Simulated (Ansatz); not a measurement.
Consider the isomerisation: `FC([SiH3])[SiH2]Cl` → `C[SiH](F)[SiH2]Cl`.

Program: Ansatz. Geometries: PBE0-D4/def2-TZVP. ΔE: electronic, gas phase. CCSD(T)/CBS is the MP2 limit (def2-TZVPP, def2-QZVPP) plus CCSD(T) − MP2 in def2-TZVPP, frozen cores. One conformer a species, not always the lowest.

```csv
species,CCSD(T)/CBS(def2) energy (Eh)
`FC([SiH3])[SiH2]Cl`,-1179.41605
`C[SiH](F)[SiH2]Cl`,-1179.51385
```

(1) Work out ΔE.

Largest T1 diagnostic among the species: 0.011.

Results:

(1) ΔE = (-1179.51385) − (-1179.41605) = -0.09780 Eh = -2.66 eV.

From PBE to PBE0 (25 % exact exchange), in def2-TZVPP and without D4, ΔE moves by −0.07 eV.
